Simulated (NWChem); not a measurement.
System meant: CF cation, singlet

Here is an NWChem input.

```
start job
memory heap 200 mb stack 900 mb global 1100 mb
charge 1
geometry units angstroms noautosym nocenter noautoz
  C      0.000000     0.000000    -0.697741
  F      0.000000     0.000000     0.471000
end
basis spherical
  C library 6-31g*
  F library 6-31g*
end
dft
  xc xtpss03 ctpss03
  iterations 150
end
property
  shielding
end
task dft property
```

End of the output:

```
 Vector   10  Occ=0.000000D+00  E=-1.453053D-01
              MO Center=  2.2D-11, -1.3D-13, -4.8D-01, r^2= 1.8D+00
   Bfn.  Coefficient  Atom+Function         Bfn.  Coefficient  Atom+Function
  ----- ------------  ---------------      ----- ------------  ---------------
     9      1.113922  1 C  pz                20     -1.076206  2 F  s
     6      1.006504  1 C  s                  5      0.503942  1 C  pz
    23      0.475084  2 F  pz                19      0.309672  2 F  pz
    16     -0.236140  2 F  s                 15      0.094977  2 F  s
     1     -0.056201  1 C  s                 12     -0.050350  1 C  d  0

 center of mass
 --------------
 x =   0.00000000 y =   0.00000000 z =   0.03507478

 moments of inertia (a.u.)
 ------------------
          35.875108723392           0.000000000000           0.000000000000
           0.000000000000          35.875108723392           0.000000000000
           0.000000000000           0.000000000000           0.000000000000

     Multipole analysis of the density
     ---------------------------------

     L   x y z        total         alpha         beta         nuclear
     -   - - -        -----         -----         ----         -------
     0   0 0 0      1.000000     -7.000000     -7.000000     15.000000

     1   1 0 0     -0.000000     -0.000000     -0.000000      0.000000
     1   0 1 0     -0.000000     -0.000000     -0.000000      0.000000
     1   0 0 1     -0.344010     -0.221662     -0.221662      0.099313

     2   2 0 0     -5.721378     -2.860689     -2.860689      0.000000
     2   1 1 0      0.000000      0.000000      0.000000      0.000000
     2   1 0 1     -0.000000     -0.000000     -0.000000      0.000000
     2   0 2 0     -5.721378     -2.860689     -2.860689      0.000000
     2   0 1 1      0.000000      0.000000      0.000000      0.000000
     2   0 0 2     -5.454739    -11.507945    -11.507945     17.561152

          -----------------------------------------
          Chemical Shielding Tensors (GIAO, in ppm)
          -----------------------------------------

 ------------------------------------------------------------------------
  xtpss03: d2 not coded                    0
 ------------------------------------------------------------------------
 ------------------------------------------------------------------------
  current input line :
    19: task dft property
 ------------------------------------------------------------------------
 ------------------------------------------------------------------------
 This error has not yet been assigned to a category
 ------------------------------------------------------------------------
 For more information see the NWChem manual at https://nwchemgit.github.io

0: xtpss03: d2 not coded:Received an Error in Communication
```

Can this run be used? If not, why, and what is the fix?

The run crashed. Cause: this functional's second derivatives, which shieldings need, aren't coded here; the fix takes a hybrid GGA instead. This input runs:
```
start job
memory heap 200 mb stack 900 mb global 1100 mb
charge 1
geometry units angstroms noautosym nocenter noautoz
  C      0.000000     0.000000    -0.697741
  F      0.000000     0.000000     0.471000
end
basis spherical
  * library 6-31g*
end
dft
  xc pbe0
  iterations 150
end
property
  shielding
end
task dft property
```
It converges to -137.29309 Ha (PBE0/6-31G* (spherical d), GIAO).
